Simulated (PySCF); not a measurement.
## Finite-field polarisability of Tl (thallium, neutral)

[Xe] 4f14 5d10 6s2 6p1, 2P determinant. Calculation: PySCF 2.14, in aug-cc-pVTZ-PP with one added diffuse shell each of d, f type with ECP60MDF (6s5p5d3f, 67 functions); scalar relativity through the core potential. Frozen: 5s2 5p6 5d10. Energy changes in a uniform field (μhartree):

| axis | F (au) | HF | MP2 | CCSD | CCSD(T) |
| --- | --- | --- | --- | --- | --- |
| x | 0.0019 | -102.118 | -102.134 | -101.271 | -101.449 |
| x | 0.0038 | -409.644 | -409.710 | -406.185 | -406.902 |
| y | 0.0013 | -100.680 | -99.111 | -97.956 | -97.985 |
| y | 0.0026 | -404.708 | -398.276 | -393.540 | -393.651 |

By symmetry the remaining axis equals x.

(1) Derive α along x at CCSD(T) from the two fields.

(2) And the mean polarisability at each level?

CCSD(T) lies more than 5 % above the reference; correlation of the frozen inner shells, absent here, would lower it, and spin-orbit coupling is absent too.

Spin-orbit coupling, absent here, splits the open shell strongly.

Answers

(1) With ΔE = −αF²/2 − γF⁴/24, α = −(16 ΔE(F) − ΔE(2F))/(6F²) = 56.15 bohr³.

(2) The components xx, yy, zz at CCSD(T) are 56.15, 115.8, 56.15, the third axis being equal by symmetry to one of the two computed. Means: HF 77.33, MP2 76.72, CCSD 75.96, CCSD(T) 76.03 bohr³. Reference: 50 ± 2 bohr³ (recommended; Schwerdtfeger and Nagle, table of static dipole polarizabilities (2023 update)).
